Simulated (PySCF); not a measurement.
Species: C₂H₅Cl₂Si₂ (doublet state).
Geometry (GFN2-xTB, Å), atoms numbered from 1 in this order:
```xyz
11
C2H5Cl2Si2 angstrom
Si    -2.365   -0.178   -0.617
C     -0.616    0.058   -0.107
C      0.463    0.457    0.439
Cl     0.531    1.753    1.718
Si     2.247   -0.154    0.132
Cl     2.832   -1.173    1.756
H     -3.289    0.564    0.251
H     -2.653   -1.611   -0.531
H     -2.461    0.308   -1.994
H      2.226   -1.044   -1.024
H      3.091    1.020   -0.048
```

The hyperfine couplings belong to this conformer and change with its torsions.

The species is `[C](=C(/Cl)[SiH2]Cl)/[SiH3]` [radical].

Method used: PySCF 2.14.0, UKS B3LYP, pcH-1 on C Cl H Si, non-relativistic, mean-field spin-orbit, GIAO. Geometry: GFN2-xTB, one conformer, isolated molecule. The geometry wasn't refined by DFT: couplings that depend on bond lengths, twists or pyramidal angles can differ widely from those at the functional's own minimum. Stability of the SCF solution: not tested.

Question: Predict the first-order ENDOR lines of H7/H8/H9, H10/H11, Cl4 and Cl6 under fast tumbling at B = 346.8 mT (X band).

Answer: ν± = |νn ± a/2|, one line for each electron-spin manifold; νn = |g_N| × 7.62259 MHz/T × B.

| nuclei | isotope | g_N | νn (MHz) | a_iso (MHz) | lower line (MHz) | upper line (MHz) |
| --- | --- | --- | --- | --- | --- | --- |
| H7/H8/H9 | 1H | 5.5857 | 14.77 | 39.28 | 4.87 | 34.41 |
| H10/H11 | 1H | 5.5857 | 14.77 | 7.86 | 10.84 | 18.70 |
| Cl4 | 35Cl | 0.5479 | 1.45 | 51.27 | 24.19 | 27.08 |
| Cl6 | 35Cl | 0.5479 | 1.45 | 0.86 | 1.02 | 1.88 |

Question: Which pairs are centred on the nuclear Larmor frequency, and which on half the coupling?

Answer: Centred on νn, since |a| < 2νn: H10/H11 and Cl6. Centred on |a|/2 and split by 2νn: H7/H8/H9 and Cl4.

Question: At what field would the lower line of Cl6 fall to zero frequency?

Answer: Where νn = |a|/2, that is B = 0.43 MHz/(0.5479 × 7.62259 MHz/T) = 103 mT, as far as first order holds there.

Nuclei that the bonding pattern makes equivalent are averaged, as if the motion that swaps them (rotation, inversion, ring flip) were fast. The three 1H nuclei of mean +39.3 MHz run from 5.9 to 91.5 MHz in the frozen geometry. The 1H value of +7.9 MHz is a mean of couplings from -3.6 to 19.3 MHz in this one geometry, not an average over conformers.

Main isotope only: 35Cl (natural samples also hold 24 % 37Cl, magnetic too, which adds its own pattern).
